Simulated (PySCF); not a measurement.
HBN (SMILES B=[N]), doublet, at a GFN2-xTB geometry; B3LYP/pcseg-1 in PySCF.

Input for PySCF:
```python
from pyscf import gto, scf, dft

mol = gto.Mole()
mol.atom = '''
    B    -0.000000   -0.000000   -0.578587
    N     0.000000    0.000000    0.659477
    H    -0.000000   -0.000000   -1.723400
'''
mol.basis = 'pcseg-1'
mol.charge = 0
mol.spin = 1
mol.verbose = 4
mol.symmetry = True
mol.build()

mf = dft.UKS(mol)
mf.xc = 'b3lyp'
mf.kernel()
mf.analyze()
```

Problem. Write the output that PySCF gives for this input, abridged.

Solution. 
```
PySCF version 2.14.0

[INPUT] verbose = 4
[INPUT] num. atoms = 3
[INPUT] num. electrons = 13
[INPUT] charge = 0
[INPUT] spin (= nelec alpha-beta = 2S) = 1
[INPUT] symmetry True subgroup None
[INPUT] Mole.unit = angstrom
[INPUT] Symbol           X                Y                Z      unit          X                Y                Z       unit  Magmom
[...]
nuclear repulsion = 18.8255295331434
point group symmetry = Coov
symmetry origin: [0.00000000e+00 0.00000000e+00 5.81454192e-07]
symmetry axis x: [1. 0. 0.]
symmetry axis y: [0. 1. 0.]
symmetry axis z: [0. 0. 1.]
num. orbitals of irrep A1 = 15
num. orbitals of irrep E1x = 7
num. orbitals of irrep E1y = 7
num. orbitals of irrep E2x = 2
num. orbitals of irrep E2y = 2
number of shells = 8
number of NR pGTOs = 57
number of NR cGTOs = 33
basis = pcseg-1
ecp = {}

******** <class 'pyscf.dft.uks_symm.SymAdaptedUKS'> ********
method = SymAdaptedUKS
initial guess = minao
damping factor = 0
level_shift factor = 0
DIIS = <class 'pyscf.scf.diis.CDIIS'>
diis_start_cycle = 1
diis_space = 8
diis_damp = 0
SCF conv_tol = 1e-09
SCF conv_tol_grad = None
SCF max_cycles = 50
direct_scf = True
direct_scf_tol = 1e-13
number electrons alpha = 7  beta = 6
XC library pyscf.dft.libxc version 7.1.2
    S. Lehtola, C. Steigemann, M. J. T. Oliveira, and M. A. L. Marques,  SoftwareX 7, 1–5 (2018)
XC functionals = b3lyp
    P. J. Stephens, F. J. Devlin, C. F. Chabalowski, and M. J. Frisch,  J. Phys. Chem. 98, 11623 (1994)
radial grids:
    Treutler-Ahlrichs [JCP 102, 346 (1995); DOI:10.1063/1.469408] (M4) radial grids

becke partition: Becke, JCP 88, 2547 (1988); DOI:10.1063/1.454033
pruning grids: <function nwchem_prune>
grids dens level: 3
symmetrized grids: True
atomic radii adjust function: <function treutler_atomic_radii_adjust>
small_rho_cutoff = 0
Freeze 0 electrons in irreps []
    13 free electrons in irreps A1 E1x E1y E2x E2y
Set gradient conv threshold to 3.16228e-05
tot grids = 37760
init E= -80.1382397240741

cycle= 1 E= -80.0625105874618  delta_E= 0.0757  |g|= 0.148  |ddm|= 1.29

cycle= 2 E= -79.8935600377246  delta_E= 0.169  |g|= 0.542  |ddm|= 0.99

cycle= 3 E= -80.07461939794  delta_E= -0.181  |g|= 0.0496  |ddm|= 0.959

cycle= 4 E= -80.0756579093179  delta_E= -0.00104  |g|= 0.0186  |ddm|= 0.0474

cycle= 5 E= -80.0756429702496  delta_E= 1.49e-05  |g|= 0.0195  |ddm|= 0.0193

cycle= 6 E= -80.0756091167228  delta_E= 3.39e-05  |g|= 0.0209  |ddm|= 0.00776

[...]
SCF not converged.
Total Energy =                         -80.075799208536253
[...]
alpha MO #30 (E1x #7), energy= 2.70634710435185 occ= 0
alpha MO #31 (E1y #7), energy= 2.70634710435185 occ= 0
alpha MO #32 (A1 #14), energy= 2.78413327564038 occ= 0
alpha MO #33 (A1 #15), energy= 3.61072352510215 occ= 0
beta  MO #1 (A1 #1), energy= -14.3286475642041 occ= 1
beta  MO #2 (A1 #2), energy= -6.78507778547764 occ= 1
beta  MO #3 (A1 #3), energy= -0.80536687374576 occ= 1
beta  MO #4 (A1 #4), energy= -0.488166774430091 occ= 1
beta  MO #5 (A1 #5), energy= -0.341721006525177 occ= 1
beta  MO #6 (E1x #1), energy= -0.312406160483488 occ= 1
beta  MO #7 (E1y #1), energy= -0.312406160483488 occ= 0
beta  MO #8 (E1x #2), energy= 0.018084141681999 occ= 0
beta  MO #9 (E1y #2), energy= 0.018084141681999 occ= 0
beta  MO #10 (A1 #6), energy= 0.0690974277006968 occ= 0
beta  MO #11 (A1 #7), energy= 0.176457270352863 occ= 0
beta  MO #12 (A1 #8), energy= 0.251349800803116 occ= 0
beta  MO #13 (E1x #3), energy= 0.266253631174177 occ= 0
beta  MO #14 (E1y #3), energy= 0.266253631174177 occ= 0
beta  MO #15 (A1 #9), energy= 0.575564712435847 occ= 0
beta  MO #16 (A1 #10), energy= 0.64508452474343 occ= 0
beta  MO #17 (E1x #4), energy= 0.737173159079108 occ= 0
beta  MO #18 (E1y #4), energy= 0.737173159079108 occ= 0
beta  MO #19 (A1 #11), energy= 0.946007854287731 occ= 0
beta  MO #20 (A1 #12), energy= 1.25425037607493 occ= 0
beta  MO #21 (E1x #5), energy= 1.32392444362643 occ= 0
beta  MO #22 (E1y #5), energy= 1.32392444362643 occ= 0
beta  MO #23 (E2x #1), energy= 1.44257896608408 occ= 0
beta  MO #24 (E2y #1), energy= 1.44257896608408 occ= 0
beta  MO #25 (E1x #6), energy= 2.01800446859445 occ= 0
beta  MO #26 (E1y #6), energy= 2.01800446859445 occ= 0
beta  MO #27 (E2x #2), energy= 2.04227164351155 occ= 0
beta  MO #28 (E2y #2), energy= 2.04227164351155 occ= 0
beta  MO #29 (A1 #13), energy= 2.13363382114996 occ= 0
beta  MO #30 (E1x #7), energy= 2.71299065142888 occ= 0
beta  MO #31 (E1y #7), energy= 2.71299065142888 occ= 0
beta  MO #32 (A1 #14), energy= 2.80148904135309 occ= 0
beta  MO #33 (A1 #15), energy= 3.61765441885337 occ= 0
 ** Mulliken pop alpha/beta on meta-lowdin orthogonal AOs **
 ** Mulliken pop       alpha | beta **
[...]
In total             7.00000 | 6.00000
 ** Mulliken atomic charges   ( Nelec_alpha | Nelec_beta ) **
charge of  0B =      0.15596  (     2.56513      2.27891 )
charge of  1N =     -0.19566  (     3.95903      3.23663 )
charge of  2H =      0.03971  (     0.47584      0.48446 )
Dipole moment(X, Y, Z, Debye):  0.00000,  0.00000, -2.41877
```

The run did not converge; its last values are not results.
